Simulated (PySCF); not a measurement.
Atom-mapped SMILES (the numbers label the heavy atoms): `[CH3:1][S:2][c:3]1[cH:4][cH:5][s:6][cH:7]1`. Each H is labelled by its parent atom.

Geometry: PBE0-D3(BJ)/def2-TZVP; GIAO shifts from PySCF 2.14.0 with density-fitted response routines, gas phase, non-relativistic, averaged over equivalent atoms.

At PBE0/pcSseg-2 (350 basis functions, 59 s wall time on 1 thread of an Arm Neoverse V1, shared host):
| atoms | δ (ppm) |
| --- | --- |
| C3 | 149.3 |
| C5 | 137.1 |
| C4 | 134.7 |
| C7 | 119.8 |
| C1 | 18.6 |
| S6 | 247.1 |
| S2 | 26.8 |
| H(C5) | 7.47 |
| H(C4) | 7.16 |
| H(C7) | 6.50 |
| H(C1) | 2.42 |

Scale: TMS for 13C (186.03 ppm), 1H (31.52 ppm); CS2 for 33S (512.98 ppm) (reference shieldings calculated alike).

Task: Estimate the result of repeating the calculation with KT3/pcSseg-2.

Result: 
```tsv
atoms	δ at KT3/pcSseg-2	change
C3	136.6	-12.7
C5	123.4	-13.7
C4	123.3	-11.4
C7	106.9	-12.9
C1	19.7	+1.1
S6	236.9	-10.2
S2	53.4	+26.6
H(C5)	7.23	-0.24
H(C4)	7.01	-0.15
H(C7)	6.25	-0.25
H(C1)	2.49	+0.07
```

Referencing at the same level of theory: 13C (σref 183.24) and 1H (σref 31.63) vs TMS; CS2 for 33S (σref 535.12).

The largest change is at S2 (sulfide sulfur). Cost: 350 basis functions, 79 s wall time on 1 thread of an Arm Neoverse V1, shared host. The order of the carbon signals is the same at both levels.
